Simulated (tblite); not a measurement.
Compound: C3H13NO2Si3.
Atom-mapped SMILES: `[CH3:1][N:2]([CH3:3])[C:4](=[O:5])[SiH2:6][SiH2:7][O:8][SiH3:9]` (hydrogens: H10, H11, H12 on C1; H13, H14, H15 on C3; H16, H17 on Si6; H18, H19 on Si7; H20, H21, H22 on Si9)

Computed with GFN2-xTB (tblite), gas phase: L-BFGS steps from a force-field or distance-geometry start until the largest atomic force falls under 0.01 eV/Å.

Step 58: E = -800.1999 eV
```
atom  x, y, z in Å  |  force x, y, z in eV/Å
C1     -3.4854   -1.0326    0.6775   -0.036  -0.017  -0.002
N2     -2.4158   -0.1427    0.2798   -0.082  -0.007  -0.008
C3     -2.8291    1.1837   -0.0822   -0.018   0.022  -0.003
C4     -1.1396   -0.5627    0.2923   -0.031  -0.029   0.011
O5     -0.8520   -1.7149    0.6220    0.049   0.018  -0.003
Si6     0.3565    0.5451   -0.1617    0.057   0.008  -0.012
Si7     2.0850   -0.9205    0.2244    0.018   0.020  -0.028
O8      3.4502   -0.1344   -0.2078    0.013   0.003   0.003
Si9     4.7705    0.5057   -0.8734   -0.029  -0.018  -0.006
H10    -3.0601   -2.0261    0.8157   -0.014   0.043   0.027
H11    -4.2569   -1.0676   -0.0959    0.038  -0.006   0.004
H12    -3.9400   -0.6932    1.6131    0.028  -0.023  -0.026
H13    -3.5654    1.1382   -0.8885   -0.018  -0.018  -0.036
H14    -3.2944    1.6853    0.7711    0.007   0.003   0.036
H15    -1.9787    1.7679   -0.4169    0.025   0.013   0.005
H16     0.2548    1.7690    0.6619    0.018   0.017   0.010
H17     0.1534    1.0646   -1.5308   -0.023   0.002  -0.016
H18     2.3093   -1.2419    1.6367    0.013  -0.030   0.015
H19     2.0752   -2.1429   -0.5842    0.007  -0.007   0.010
H20     5.9323   -0.2247   -0.3686   -0.028   0.006   0.019
H21     4.6484    0.3542   -2.3242   -0.002   0.024   0.015
H22     4.7716    1.9099   -0.4617    0.008  -0.025  -0.015
```

Step 59: E = -800.2008 eV
```
atom  x, y, z in Å  |  force x, y, z in eV/Å
C1     -3.4827   -1.0329    0.6772   -0.039  -0.030   0.001
N2     -2.4139   -0.1420    0.2811   -0.067  -0.006  -0.009
C3     -2.8295    1.1845   -0.0793   -0.004   0.021  -0.007
C4     -1.1368   -0.5609    0.2924   -0.029  -0.010   0.007
O5     -0.8447   -1.7116    0.6238    0.020   0.026  -0.007
Si6     0.3578    0.5471   -0.1673    0.041  -0.008  -0.008
Si7     2.0822   -0.9198    0.2229    0.042  -0.004  -0.037
O8      3.4511   -0.1312   -0.1947    0.009   0.005   0.001
Si9     4.7671    0.5064   -0.8718   -0.039  -0.030   0.005
H10    -3.0538   -2.0227    0.8263   -0.009   0.023   0.028
H11    -4.2469   -1.0783   -0.1027    0.030  -0.003   0.005
H12    -3.9467   -0.6899    1.6067    0.029  -0.013  -0.028
H13    -3.5632    1.1411   -0.8888   -0.016  -0.026  -0.012
H14    -3.2956    1.6836    0.7755    0.005  -0.004   0.016
H15    -1.9793    1.7701   -0.4117    0.031   0.018   0.008
H16     0.2601    1.7694    0.6562    0.014   0.042   0.019
H17     0.1521    1.0632   -1.5362   -0.025   0.010  -0.027
H18     2.2958   -1.2505    1.6346    0.017  -0.025   0.016
H19     2.0792   -2.1396   -0.5911    0.004   0.005   0.014
H20     5.9281   -0.2273   -0.3696   -0.023   0.014   0.015
H21     4.6373    0.3487   -2.3217    0.000   0.031   0.021
H22     4.7719    1.9121   -0.4633    0.008  -0.036  -0.021
```

Step 60: E = -800.2016 eV
```
atom  x, y, z in Å  |  force x, y, z in eV/Å
C1     -3.4805   -1.0337    0.6770   -0.024  -0.028   0.001
N2     -2.4127   -0.1415    0.2830   -0.027  -0.002  -0.012
C3     -2.8295    1.1855   -0.0765    0.008   0.012  -0.009
C4     -1.1348   -0.5592    0.2929   -0.014   0.019  -0.002
O5     -0.8378   -1.7086    0.6251   -0.011   0.032  -0.009
Si6     0.3595    0.5491   -0.1729    0.009  -0.011  -0.001
Si7     2.0803   -0.9190    0.2210    0.047  -0.027  -0.027
O8      3.4526   -0.1284   -0.1809    0.003   0.005   0.000
Si9     4.7636    0.5063   -0.8702   -0.035  -0.033   0.011
H10    -3.0478   -2.0193    0.8375   -0.001  -0.005   0.026
H11    -4.2362   -1.0886   -0.1095    0.005  -0.006  -0.004
H12    -3.9536   -0.6871    1.5999    0.018   0.000  -0.015
H13    -3.5606    1.1429   -0.8891   -0.012  -0.025   0.014
H14    -3.2961    1.6820    0.7800    0.001  -0.008  -0.007
H15    -1.9788    1.7723   -0.4063    0.026   0.015   0.013
H16     0.2646    1.7713    0.6505    0.013   0.049   0.017
H17     0.1496    1.0624   -1.5422   -0.024   0.011  -0.025
H18     2.2835   -1.2586    1.6325    0.020  -0.020   0.008
H19     2.0827   -2.1355   -0.5988    0.002   0.011   0.015
H20     5.9235   -0.2302   -0.3704   -0.013   0.017   0.013
H21     4.6268    0.3442   -2.3188   -0.001   0.033   0.019
H22     4.7714    1.9131   -0.4654    0.009  -0.037  -0.023
```

Problem. Estimate the geometry and energy of step 61. (The exact step hangs on the optimiser's Hessian estimate; all steps are aligned on step 60, rigid shifts and turns removed.)

Solution. E = -800.2022 eV, largest force 0.051 eV/Å
```
atom  x, y, z in Å  |  force x, y, z in eV/Å
C1     -3.4785   -1.0351    0.6770   -0.008  -0.018  -0.001
N2     -2.4117   -0.1409    0.2857    0.009   0.002  -0.015
C3     -2.8288    1.1864   -0.0736    0.014   0.002  -0.008
C4     -1.1330   -0.5574    0.2931    0.003   0.038  -0.010
O5     -0.8321   -1.7060    0.6244   -0.029   0.030  -0.008
Si6     0.3611    0.5512   -0.1780   -0.016   0.001   0.006
Si7     2.0792   -0.9187    0.2196    0.040  -0.031  -0.007
O8      3.4554   -0.1259   -0.1644   -0.005   0.000  -0.003
Si9     4.7602    0.5051   -0.8681   -0.029  -0.033   0.012
H10    -3.0418   -2.0165    0.8494   -0.001  -0.019   0.021
H11    -4.2255   -1.0988   -0.1165   -0.012  -0.014  -0.008
H12    -3.9609   -0.6841    1.5928    0.009   0.006  -0.006
H13    -3.5574    1.1434   -0.8889   -0.009  -0.017   0.030
H14    -3.2966    1.6806    0.7838   -0.005  -0.008  -0.023
H15    -1.9772    1.7745   -0.4004    0.015   0.007   0.015
H16     0.2671    1.7759    0.6438    0.015   0.037   0.006
H17     0.1464    1.0618   -1.5484   -0.019   0.007  -0.013
H18     2.2714   -1.2671    1.6314    0.021  -0.015  -0.011
H19     2.0849   -2.1298   -0.6080    0.004   0.009   0.014
H20     5.9209   -0.2321   -0.3722   -0.005   0.016   0.012
H21     4.6155    0.3400   -2.3155   -0.002   0.030   0.018
H22     4.7709    1.9129   -0.4686    0.010  -0.029  -0.021
```

The energy changes by -0.0006 eV. The first-order estimate −F·Δx gives -0.0008 eV and the mean of the old and new forces, exact on a quadratic surface, -0.0006 eV. The step makes an angle of 82° with the force vector and moves no atom by more than 0.017 Å.

The cost below is that of the whole relaxation. The run took 2.3 s of wall time on one thread of an Arm Neoverse N1, no GPU, shared host.
